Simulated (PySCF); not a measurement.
GaF3, SMILES [F][Ga]([F])[F]. Atoms are numbered in the order given.

```xyz
4

Ga     0.0000     0.0000     0.0000
F     -1.7335     0.0000     0.0000
F      0.8667    -1.5012     0.0000
F      0.8667     1.5012     0.0000
```

Coordinates come from a B3LYP-D3(BJ)/def2-SVP optimisation. The isomer is the one that the SMILES or the coordinates give; other isomers of the formula were not compared.

Method: IEF-PCM-M06-2X/def2-SVP in PySCF 2.14.0.

The values are the electrostatic part of the solvation free energy, E(continuum) − E(gas) at the gas-phase geometry, in a cavity of scaled van der Waals radii (PySCF's table); cavitation and dispersion terms are not included. A continuum can't describe solvent molecules that bind to the metal. In vacuum the orbital gap is 12.11 eV. The dipole moment in vacuum is 0.00 D.

```tsv
solvent	ε	ΔG(elec) (kcal/mol)	dipole (D)	gap (eV)
water	78.36	-9.3	0.00	12.46
1-octanol	9.86	-8.0	0.00	12.41
cyclohexanone	15.62	-8.5	0.00	12.43
```
